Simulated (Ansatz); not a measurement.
A search over several starts for the lowest SCF solution of PAsAsAs tetrahedron (As3P) at the given spin, in a small basis.

```yaml
crystal:
  periodic: [false, false, false]
  atoms:
    - {symbol: P, position_ang: [-1.114939, -0.047055, 0.847507]}
    - {symbol: As, position_ang: [1.204003, -0.337194, 0.792847]}
    - {symbol: As, position_ang: [0.109024, 1.369099, -0.552805]}
    - {symbol: As, position_ang: [-0.198098, -0.984841, -1.087540]}
basis:
  gaussian: {orbitals: def2-SVP, initial_orbitals: start.molden}
hamiltonian: {xc: pbe0, dispersion: d4}
output: {orbitals: {seedname: orbitals}}
```

The file start.molden holds the orbitals of an earlier run on this structure, at another level or in another basis.

```sh
$ ansatz run in.yaml --threads 4 --pin off --events-out ev --progress --plain --max-ram 3916MiB
```

It prints (some lines left out):

```
Functional definition: PBE0
1106 factors; integrals over basis functions are off by at most 8.3e-4 eV
mean field evaluation 1: about -191764.1393 eV, gradient 5.7e0 eV
mean field evaluation 2: about -191764.2014 eV, gradient 6.6e-2 eV
mean field evaluation 4: about -191764.2155 eV, gradient 8.1e-5 eV
mean field evaluation 8: about -191764.0069 eV, gradient 1.2e1 eV
mean field evaluation 16: about -191764.2155 eV, gradient 2.8e-2 eV
mean field -191764.21546577 eV, -7047.2049359131 hartree, gradient 6.1e-6 eV, S^2 0.000000; 1 other end points of the search recorded, 0 dependent functions left out
reference -191764.21548515 eV, -7047.2049366256 hartree; 57, 57 occupied and 57, 57 virtual orbitals, 1106 factors
Total energy: -191764.43320905 eV, -7047.2129378311 hartree
```

It took 2.3 s on 4 threads of Arm Neoverse V2 on a shared host.
